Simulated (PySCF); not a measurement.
C2H6ClFSi2, SMILES F[SiH2]/C=C(/[SiH3])Cl.

The structure is a stationary point at B3LYP-D3(BJ)/def2-SVP. The structure was generated by enumeration; whether it is a known compound was not checked. Other conformers were not sampled.

Calculation: B3LYP-D3(BJ)/def2-SVP (PySCF).

Frequencies are harmonic and unscaled.

Computed harmonic wavenumbers and intensities:
```csv
mode,ν (cm⁻¹),IR (km/mol),moving atoms (share of kinetic energy)
1,65,2.2,"F 38 %, Si 24 %, H 19 %, C 12 %"
2,101,2.7,"Cl 31 %, F 26 %, Si 22 %, C 13 %, H 8 %"
3,106,0.1,"H 57 %, C 23 %, Si 17 %"
4,150,0.0,"H 68 %, C 27 %"
5,172,1.0,"Cl 39 %, Si 32 %, F 15 %, H 10 %"
6,242,5.8,"F 37 %, Si 28 %, Cl 16 %, C 11 %, H 9 %"
7,328,3.2,"Si 72 %, H 9 %, C 9 %"
8,391,0.2,"C 62 %, H 34 %"
9,555,26.0,"C 40 %, Cl 35 %, H 18 %"
10,633,42.7,"H 72 %, Si 16 %, C 11 %"
11,656,25.3,"H 64 %, C 21 %, Si 13 %"
12,677,68.2,"H 70 %, C 20 %, Si 9 %"
13,738,21.6,H 91 %
14,751,63.2,"C 58 %, Si 25 %, H 16 %"
15,838,20.0,"H 77 %, C 21 %"
16,861,24.0,"F 50 %, H 30 %, Si 19 %"
17,868,91.3,"C 56 %, H 34 %"
18,917,593.1,"H 71 %, Si 14 %, C 11 %"
19,937,56.1,"H 82 %, Si 15 %"
20,942,49.4,H 97 %
21,955,23.5,H 97 %
22,975,163.5,"H 75 %, Si 12 %, C 10 %"
23,1198,17.9,"H 75 %, C 24 %"
24,1647,38.8,C 98 %
25,2235,78.9,H 99 %
26,2242,89.4,H 96 %
27,2245,87.4,H 96 %
28,2255,63.8,H 98 %
29,2259,126.7,H 95 %
30,3138,0.0,"H 92 %, C 8 %"
```
